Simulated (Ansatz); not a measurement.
Relaxation of BF3H2 (6 atoms, charge 0, multiplicity 1), to a largest force component of 0.03 eV/Å in at most 50 steps.

All numbers below come from Ansatz 0.2.0, RKS PBE-D4/def2-SVP.

```xyz
6
Properties=species:S:1:pos:R:3
B 0.019 -0.485 -0.366
H 0.004 0.136 1.944
F 1.153 0.154 -0.613
F -1.139 0.112 -0.602
F 0.044 -1.744 0.044
H 0.024 -0.575 1.824
```

**Question.** Where does it end, and by what steps?

**Answer.** The forces met the threshold. After 6 steps the energy has fallen by 0.110 eV; H6 moved furthest, 0.34 Å.

```tsv
step	energy less start (eV)	largest force component (eV/Å)	accepted
0	0.0000	1.847	yes
1	-0.0925	0.384	yes
2	0.0201	1.805	no
3	-0.0799	0.682	no
4	-0.1011	0.268	yes
5	-0.1078	0.190	yes
6	-0.1096	0.010	yes
```

```xyz
6
Properties=species:S:1:pos:R:3
B 0.019 -0.526 -0.519
H 0.004 0.238 2.178
F 1.153 0.135 -0.696
F -1.139 0.091 -0.691
F 0.045 -1.811 -0.198
H 0.024 -0.530 2.157
```

The run took 7.9 s on 1 thread of Arm Neoverse V2, on a shared host, peak memory 0.11 GiB.
